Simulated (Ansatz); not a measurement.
Stepwise reaction of `[OH][Mo]([OH])([F])([F])=[S]` with hydrogen chloride, as a gas-phase model of exchange steps in deposition or etching. ΔE in kJ/mol.

Gas-phase electronic energies from Ansatz, PBE0-D4/def2-TZVP geometries. CCSD(T)/CBS adds triple-zeta CCSD(T) − MP2 to the extrapolated MP2 energy (def2 sets, frozen cores). This one scheme is used for every species. Functionals use def2-TZVPP. B3LYP here is the variant with VWN-RPA as its local correlation; programs differ in this. Elements past krypton have def2 core potentials. For Mo outer-core shells are correlated without core-valence functions, which leaves a few kJ/mol of doubt a bond. One conformer a species, not always the lowest.

```tsv
step	reaction	PBE-D4	B3LYP-D4	ωB97M-V	CCSD(T)/CBS
1	`[OH][Mo]([OH])([F])([F])=[S]` + HCl → `[OH][Mo]([F])([F])(=[S])[Cl]` + H₂O	-19.1	-17.4	-15.0	-22.9
```

**Question.** Give the row of step 2, `[OH][Mo]([F])([F])(=[S])[Cl]` + HCl → `[F][Mo]([F])(=[S])([Cl])[Cl]` + H₂O. (Best estimate.)

**Answer.** Computed: 
```
step                                                                     reaction  PBE-D4  B3LYP-D4  ωB97M-V  CCSD(T)/CBS
   2  `[OH][Mo]([F])([F])(=[S])[Cl]` + HCl → `[F][Mo]([F])(=[S])([Cl])[Cl]` + H₂O   -15.6     -12.8     -9.5        -20.4
```

**Question.** By hand: ΔE of the 2 steps together at CCSD(T)/CBS.

**Answer.** (-22.9) + (-20.4) = -43.3 kJ/mol, or -21.6 kJ/mol a step.

In ΔE the steps differ by no more than 2.5 kJ/mol. All are downhill at CCSD(T)/CBS. PBE-D4 differs from CCSD(T)/CBS by 3.8 to 4.8 kJ/mol a step. Isolated molecules leave out the surface, adducts and barriers. Largest T1 diagnostic: 0.025.
